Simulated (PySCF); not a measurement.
Mo(NH)(S)(F)(Cl) (ClFHMoNS), SMILES [NH]=[Mo]([F])(=[S])[Cl], multiplicity 1.

The structure is a stationary point at PBE-D3(BJ)/def2-SVP. The spin state was assumed, not searched. The structure was generated by enumeration; whether it is a known compound was not checked. The def2 effective core potentials stand for the cores of Mo; spin–orbit coupling is left out.

Level of theory: PBE-D3(BJ)/def2-SVP (PySCF).

Frequencies are harmonic and unscaled.

```csv
mode,ν (cm⁻¹),IR (km/mol),moving atoms (share of kinetic energy)
1,133,0.9,"Cl 36 %, F 28 %, S 21 %, Mo 14 %"
2,157,1.0,"Cl 27 %, F 26 %, S 24 %, Mo 15 %"
3,188,1.2,"F 42 %, S 22 %, Mo 20 %"
4,235,4.8,"N 43 %, F 21 %, H 15 %, Cl 10 %"
5,261,6.7,"N 49 %, H 18 %, S 15 %, F 11 %"
6,406,25.6,"Cl 66 %, Mo 26 %"
7,520,214.8,"H 65 %, N 21 %"
8,562,19.7,"S 62 %, Mo 23 %, H 13 %"
9,569,84.0,"H 72 %, N 20 %"
10,691,120.0,"F 77 %, Mo 20 %"
11,991,73.3,"N 78 %, Mo 15 %"
12,3494,188.2,H 93 %
```
